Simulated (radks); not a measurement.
Results of a calculation; reference values are marked as such.
Question: Ag2+, configuration [Ar] 3d10 4s2 4p5 4d10 (not the ground configuration). Code: a radial shooting solver on a logarithmic mesh with Libxc functionals. Model: scalar-relativistic Kohn-Sham, BLYP, spin-polarised, spherical densities, point nucleus; open shells are filled with parallel spins first (spin-orbit coupling, left out, can overturn this in heavy ions). Some entries of the table are withheld. Estimate them.

orbital  occ.  eigenvalue (eV)  <r> (bohr)  <r^2> (bohr^2)
1s up       1        -25361.61     0.03111        0.001308
1s down     1        -25361.37     0.03111        0.001308
2s up       1        -3755.709      0.1349         0.02146
2s down     1        -3755.547      0.1349         0.02146
2p up       3        -3371.868      0.1177         0.01690
2p down     3        -3371.628      0.1177         0.01690
3s up       1        -708.9459      0.3686          0.1554
3s down     1        -708.6955      0.3686          0.1554
3p up       3        -582.8751      0.3676          0.1570
3p down     3        -582.5929      0.3676          0.1569
3d up       5              (1)      0.3458          0.1425
3d down     5              (2)      0.3457          0.1424
4s up       1        -119.5792      0.9058          0.9294
4s down     1        -118.3938      0.9071          0.9323
4p up       3         -82.7453      0.9889           1.119
4p down     2         -81.6396      0.9916           1.126
4d up       5              (3)       1.289             (4)
4d down     5              (5)       1.304             (6)

Answer: 
(1) 3d up eigenvalue (eV): -383.8920
(2) 3d down eigenvalue (eV): -383.5981
(3) 4d up eigenvalue (eV): -30.1233
(4) 4d up <r^2> (bohr^2): 1.988
(5) 4d down eigenvalue (eV): -29.3373
(6) 4d down <r^2> (bohr^2): 2.038
